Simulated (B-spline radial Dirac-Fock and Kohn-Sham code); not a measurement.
Mo⁵⁺: scattering cross sections and density moments

System: molybdenum as Mo⁵⁺, [Kr] 4d1, inside a Watson sphere of charge -5 and radius 2.7 Å (a model of the Madelung potential; inside it an electron's potential energy is raised by 26.7 eV).

Method: relativistic Hartree-Fock (Dirac-Fock) wave functions, averaged over the configuration. Computed with a radial atomic solver.

| Property | Result |
| --- | --- |
| Sum of ⟨r⟩ | 19.42 bohr |
| Sum of ⟨r²⟩ | 18.44 bohr² |
| Sum of ⟨1/r⟩ | 230.47 per bohr |
| Langevin diamagnetic susceptibility | -14.6 × 10⁻⁶ cm³/mol |
| Lamb shielding (α²/3)Σ⟨1/r⟩ | 4091 ppm |

Coherent scattering is the Thomson cross section weighted by f₀², without anomalous dispersion; incoherent scattering is Klein-Nishina weighted by S. The Lamb formula is the non-relativistic shielding expression. Electron correlation is left out.

```
hν (keV)  coherent (b)  incoherent (b)  incoherent per electron (b)
       1         889.6          0.2974                      0.00804
       2         832.8           1.062                       0.0287
       5         598.9           4.040                        0.109
 17.4793         186.2           11.41                        0.308
      30         87.92           14.49                        0.392
     100         12.23           16.36                        0.442
     200         3.473           14.39                        0.389
     500        0.5964           10.57                        0.286
```

Incoherent scattering overtakes coherent scattering between 30 and 100 keV.
